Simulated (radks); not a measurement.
Valence configurations of the praseodymium ion Pr+ (all share [Xe]). All-electron calculation, scalar-relativistic Kohn-Sham, PBEsol, spin-polarised, spherical densities, point nucleus; open shells are filled with parallel spins first (spin-orbit coupling, left out, can overturn this in heavy ions). Program: a radial shooting solver on a logarithmic mesh with Libxc functionals. Energies are relative to 4f3 6s1; eigenvalues in eV for spin up.

valence,E (eV),moment (Bohr magnetons),e(4f),e(5d),e(6p),e(6s)
4f3 6s1,0.000,4,-7.738,-,-,-8.482
4f4,2.569,4,-3.005,-,-,-
4f2.5 6s1 6p0.5,1.903,4,-11.720,-,-6.354,-9.606
4f3.5 6s0.5,0.877,4,-4.919,-,-,-7.634
4f3 6p1,2.967,4,-8.808,-,-6.086,-
4f2 6s1 6p1,5.498,4,-16.145,-,-7.144,-10.663
4f3 5d0.5 6s0.5,0.401,4,-6.834,-7.114,-,-7.965
4f1 6s1 6p2,18.648,4,-25.960,-,-8.546,-12.640
4f1.5 6s1 6p1.5,11.019,4,-20.911,-,-7.866,-11.670
4f3 5d1,0.851,4,-5.957,-6.500,-,-

NIST lists [Xe] 4f3 6s1 as the ground configuration; this level of theory agrees among the configurations tried. The energies are those of spherical high-spin densities, not of single terms.
